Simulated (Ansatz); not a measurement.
Z-matrix (Å, degrees):
```
B
O 1 1.359
F 1 1.315 2 119.3
F 1 1.315 2 119.3 3 -180.0
```

Charge 0, multiplicity 2.

Question: List the ωB97M-V/def2-TZVPP orbital energies in eV (Ansatz 0.2.0). (An estimate is asked.)

Answer: Computed: α occupied: -678.75, -678.75, -529.03, -191.59, -38.10, -37.40, -32.39, -19.58, -18.77, -17.67, -17.43, -15.79, -15.68, -15.23, -14.61, -14.01. α empty: 1.79, 2.76, 3.93, 3.96, 4.87, 8.54, 11.81, 11.87. β occupied: -678.73, -678.73, -528.38, -191.61, -38.04, -37.34, -30.55, -19.49, -18.38, -17.37, -17.23, -15.66, -15.31, -14.68, -13.21. β empty: -3.18, 1.83, 2.86, 3.99, 4.12, 4.86, 8.64, 11.97. ⟨S²⟩ = 0.753.
